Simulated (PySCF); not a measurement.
Löwdin shares of the frontier orbitals

Species: C6H6ClF.
Z-matrix (Å and degrees, GFN2-xTB geometry), rows numbered from 1:
```
F 
C   1  1.3522
C   2  1.3233  1  120.59
C   3  1.4923  2  121.50  1  -177.54
C   4  1.4940  3  112.51  2    12.70
C   5  1.3247  4  123.55  3   -12.57
C   2  1.4840  1  114.72  3  -179.98
Cl  7  1.8378  2  108.34  1   -79.11
H   3  1.0790  2  120.30  1     1.00
H   4  1.0967  3  109.51  2  -108.70
H   4  1.0944  3  109.43  2   135.17
H   5  1.0802  4  116.11  3   166.89
H   6  1.0793  5  121.41  4  -179.34
H   7  1.0918  2  111.59  1    34.87
```

Computed, not measured: TDDFT PBE0/def2-SVPD, vertical, gas phase, core orbitals frozen in the response (PySCF).

Frontier orbitals with the atoms that hold most of them (Löwdin shares over 4%, at most four atoms; ? is withheld):

```
orbital  ε (eV)                            atoms
 HOMO-3   -8.80    Cl8 59%, C7 12%, C6 9%, C5 5%
 HOMO-2   -8.60          Cl8 77%, C7 12%, H14 5%
 HOMO-1   -7.81                                ?
   HOMO   -7.48  C3 28%, C2 26%, Cl8 11%, F1 11%
   LUMO       ?                                ?
 LUMO+1   -0.05   C6 19%, C2 18%, C5 17%, C3 16%
 LUMO+2    0.60   C4 14%, C5 13%, H11 10%, C3 9%
```

Q: Which atoms hold the LUMO, and with what shares?

A: Cl8 (bonded to C) 28%; C7 (bonded to 2 C, Cl and H) 16%; C5 (bonded to 2 C and H) 14%; C3 (bonded to 2 C and H) 10%. By element: carbon 39% or more, chlorine 28%.

Q: Which atoms hold the HOMO-1, and with what shares?

A: C6 (bonded to 2 C and H) 29%; C5 (bonded to 2 C and H) 28%; Cl8 (bonded to C) 21%; C3 (bonded to 2 C and H) 5%. By element: carbon 62% or more, chlorine 21%.

Q: What is the LUMO energy, and the HOMO–LUMO gap?

A: ε(LUMO) = -0.97 eV; the gap is 6.51 eV (0.2393 hartree).

Q: The HOMO–LUMO gap is 6.51 eV. Where does the response calculation put the lowest singlet, and from which orbitals?

A: S1 is at 5.54 eV (f = 0.069), 0.97 eV below the gap, made of HOMO→LUMO (77%), HOMO-1→LUMO (14%). Without the coupling terms of the response equations the lowest excitation would equal the gap.

Q: Give energy, strength and leading configuration of S1, S2 and S3, and follow the Löwdin shares of the leading atoms from the occupied to the empty orbital.

A: 
- S1 (5.54 eV, f 0.069), HOMO→LUMO (77%): C3 28% → 10%, C2 26% → at most 10%, Cl8 11% → 28%, C7 at most 11% → 16%
- S2 (5.76 eV, f 0.079), HOMO-1→LUMO (73%): C6 29% → at most 10%, C5 28% → 14%, Cl8 21% → 28%, C7 at most 6% → 16%
- S3 (6.15 eV, f 0.0043), HOMO-2→LUMO (92%): Cl8 77% → 28%, C7 12% → 16%

Löwdin shares depend on the basis, the more so with diffuse functions.

One conformer stands for the species.
